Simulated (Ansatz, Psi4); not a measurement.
**Ansatz → Psi4**

This Ansatz 0.2.0 job computes CuF (fluorocopper):

input.yaml:
```yaml
crystal:
  periodic: [false, false, false]
  atoms:
    - symbol: F
      position_ang: [0.751010, -0.268940, 0.377080]
    - symbol: Cu
      position_ang: [-0.751010, 0.268940, -0.377080]
basis:
  gaussian:
    orbitals: STO-3G
hamiltonian:
  xc: hf
accuracy: high
```

```bash
$ ansatz run input.yaml --threads 1 --pin off --max-ram 3480MiB --events-out events.jsonl --progress --plain --runs-dir runs
```

Geometry: relaxed at PBE0-D4/def2-TZVP.

It gives a total energy of -1718.348238 Eh.

Q: How is this level of theory, on these atoms, set up in Psi4 1.11 as an input file of the program's own, asking for the gradient?

A: This input was run:

cuf.inp:
```
memory 2200 MB

molecule mol {
  0 1
  F
  Cu 1 R2

  R2 = 1.764692
  symmetry c1
}

set {
  puream true
  e_convergence 1e-09
  d_convergence 1e-08
  scf_type pk
}

e, wfn = gradient("hf/STO-3G", return_wfn=True)
print_variables()
```

```bash
$ psi4 cuf.inp cuf.out -n 1
```

Its energy is -1718.347896 Eh, 0.342 mEh from the first; the two runs seem to have found different solutions.
